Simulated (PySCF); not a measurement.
NMR data simulated for an unnamed compound:

1H NMR (400 MHz, computed): δ 8.14 (q, J = 2.4 Hz, 1H), 4.68 (br, 2H), 3.90 (d, J = 2.4 Hz, 3H).

13C{1H} NMR (computed): δ 173.8 (CH), 57.9 (CH3).

- couplings computed with B3LYP/pcJ-1 (spin–dipole term only in couplings to heteroatoms)
- PBE0/pcSseg-1 with gauge-including orbitals
- PBE0-D3(BJ)/def2-SVP geometry
- run in PySCF 2.14
- equivalent nuclei averaged, one computed conformer, in vacuum, non-relativistic Hamiltonian

References, each an isolated molecule treated in the same way: 1H (σref 31.27), 13C (σref 184.41) vs TMS.

**Question.** Which of these does the molecule contain: a (CH3)2CH unit, a CF3 group, a nitrile, an N-methyl group?

**Answer.** 
- A (CH3)2CH unit: no.
- A CF3 group: no.
- A nitrile: no.
- An N-methyl group: yes (δC 57.9; δH 3.90 (d)).

The data belong to `C/N=C/B1OBOBO1`, C$_{2}$H$_{6}$B$_{3}$NO$_{3}$; they needn't prove each group on their own.

Carbon signals by region: 1 in the far downfield region (above 160 ppm), 1 at 50–100 ppm. Above 160 ppm: 173.8, C=N carbon.

Hydrogens on boron are broadened and split by 11B (spin 3/2, 80 %) and 10B (spin 3). A carbon bonded to boron is broadened by the quadrupolar boron nucleus and is often missing from a measured spectrum. Multiplet labels drop couplings under 1 Hz and merge nearly equal ones. Shifts are as computed. Against solution values, carbons near 30 ppm lie about +2 ppm off and those near 130 ppm about +5 ppm. Of 1313 compounds with measured shifts, 239 miss one by over three times the rms of a fit or turn the order of signals round; such compounds aren't used in these exercises.
